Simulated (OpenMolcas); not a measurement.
Cr2+ among 6 point charges of -1 e arranged as a tetragonal octahedron (D4h), 1.99 Å from the ion, with the axial distance 1.771 Å.
```
   1.9900    0.0000    0.0000  -1.00
   0.0000    1.9900    0.0000  -1.00
  -1.9900    0.0000    0.0000  -1.00
   0.0000   -1.9900    0.0000  -1.00
   0.0000    0.0000    1.7711  -1.00
   0.0000    0.0000   -1.7711  -1.00
```

- Program: OpenMolcas
- Method: SS-CASPT2, IPEA 0.25 Eh, imaginary shift 0.1 Eh (closed shells correlated: 3s 3p)
- Basis: ANO-RCC-VDZP [5s4p2d1f]
- Scalar Hamiltonian: DKH2, point nucleus
- Active space: 4 electrons in 5 orbitals (3d)
- State averaging: 2S+1 = 5 even, 5 roots; 2S+1 = 3 even, 45 roots; 2S+1 = 1 even, 50 roots
- Spin-orbit coupling: state interaction with AMFI integrals over the reference wave functions

(1) What is the spin-free ground state (labels of D4, the rotations of D4h)?

(2) Where is the first state of the same spin?

(3) What are the lowest two levels with spin-orbit coupling?

(4) What is χT at 300 K, and how does it compare with the textbook value?

Results:

(1) 5A1, 1-fold in its orbital part, 100 % from free-ion D terms; it has the highest spin that d4 allows.

(2) 5B1 at 3690 cm-1 above the ground state.

(3) A 1-fold level A1, then a 2-fold level E 3 cm-1 above it. Their leading multiplicities are 5 (100 %) and 5 (100 %).

(4) The lowest level has 2S+1 = 5, for which the spin-only value is χT = S(S+1) / 2 = 3.000 cm3 K/mol (g = 2). The computed 2.934 at 300 K differs by -0.066, through orbital momentum, spin-orbit coupling and any other state in reach.

Free-ion shares, where given, are those of the reference states; single-state CASPT2 does not remix them. This is an electrostatic model: the charges have no orbitals. No measured value stands beside these numbers.
